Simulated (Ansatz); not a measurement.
`O[SiH](Cl)O[SiH]Cl` radical at its PBE0-D4/def2-TZVP geometry, where that method's forces vanish. Total charge 0; spin multiplicity 2.

```xyz
9

O    -1.0997    0.5373   -2.0385
Si   -0.7827    0.5435   -0.4490
Cl   -2.1293   -0.6206    0.5617
O     0.6986   -0.0687   -0.1606
Si    1.9040   -0.3338    0.9042
Cl    1.2616    0.0866    2.8124
H    -1.2299   -0.2982   -2.4899
H    -0.8835    1.9339    0.0093
H     2.2609   -1.7800    0.8504
```

(1) What forces (eV/Å) does ωB97M-V/def2-TZVPP give on these atoms in Ansatz? (Estimate.)

Results:

(1) Computed: 
```
O1  -0.035 -0.045 -0.114
Si2 -0.041  0.260  0.124
Cl3 -0.026 -0.032  0.020
O4  -0.038 -0.032 -0.049
Si5  0.231 -0.119 -0.012
Cl6 -0.057  0.009  0.073
H7   0.001  0.033  0.004
H8   0.015 -0.174 -0.056
H9  -0.050  0.099  0.010
```
